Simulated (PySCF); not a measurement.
Stick spectrum of a doublet radical in fast tumbling, microwave frequency 33.926 GHz, simulated to first order from computed parameters.

| field (mT) | relative intensity |
| --- | --- |
| 1207.80 | 1 |
| 1207.88 | 2 |
| 1207.95 | 1 |
| 1207.99 | 1 |
| 1208.07 | 2 |
| 1208.14 | 1 |
| 1211.07 | 1 |
| 1211.14 | 2 |
| 1211.22 | 1 |
| 1211.26 | 1 |
| 1211.33 | 2 |
| 1211.41 | 1 |
| 1214.33 | 1 |
| 1214.41 | 2 |
| 1214.48 | 1 |
| 1214.52 | 1 |
| 1214.60 | 2 |
| 1214.67 | 1 |

Task: What is g?

Result: The pattern is symmetric about 1211.24 mT, so g = hν/(μB·B0) = 33926/(13.99624 × 1211.24) = 2.0012, a shift of -1.1 × 10⁻³ from the free-electron value.

Task: Which couplings and how many nuclei make this pattern?

Result: The first two lines at either end are about 0.07 mT apart, which is the smallest coupling, and their intensity ratio 1:2 counts the nuclei that share it. In full: a 1:1:1 triplet of 3.27 mT (91 MHz), from 1 nucleus of spin 1; a 1:1 doublet of 0.19 mT (5 MHz), from 1 nucleus of spin 1/2; a 1:2:1 triplet of 0.07 mT (2 MHz), from 2 nuclei of spin 1/2. Check: Σ 2nI·a is the distance from the first to the last line, 6.87 mT.

Task: The radical has the formula C4H3N2Si. Propose a structure, and say which nuclei carry the couplings.

Result: The pattern alone needn't single out one isomer; the structure behind this simulation is `N#CC1=C[C]=N[SiH2]1` [radical], numbered [N:1]#[C:2][C:3]1=[CH:4][C:5]=[N:6][SiH2:7]1 (hydrogens: H8 on C4; H9, H10 on Si7). 3.27 mT: 14N at N6 (1 bond from C5; computed sign +); 0.19 mT: 1H at H8 (2 bonds from C5; computed sign −); 0.07 mT: 1H at H9/H10 (3 bonds from C5; computed sign +). The Mulliken spin populations are largest on C5 (+0.71), N6 (+0.13) and Si7 (+0.10). C5 is the only atom above +0.15.

Method: UKS B3LYP, pcH-1 on C H N Si, non-relativistic, mean-field spin-orbit, GIAO in PySCF 2.14.0. Isolated species at its GFN2-xTB geometry, gas phase. GFN2-xTB frequencies show an imaginary mode (84i cm⁻¹), so this geometry is no minimum at that level. The geometry wasn't refined by DFT: couplings that depend on bond lengths, twists or pyramidal angles can differ widely from those at the functional's own minimum. No stability test was run, so a lower SCF solution isn't excluded.

Means are taken over nuclei equivalent by connectivity, which assumes that they swap fast.

Rare isotopes and splittings under 0.04 mT were left out of the simulation.
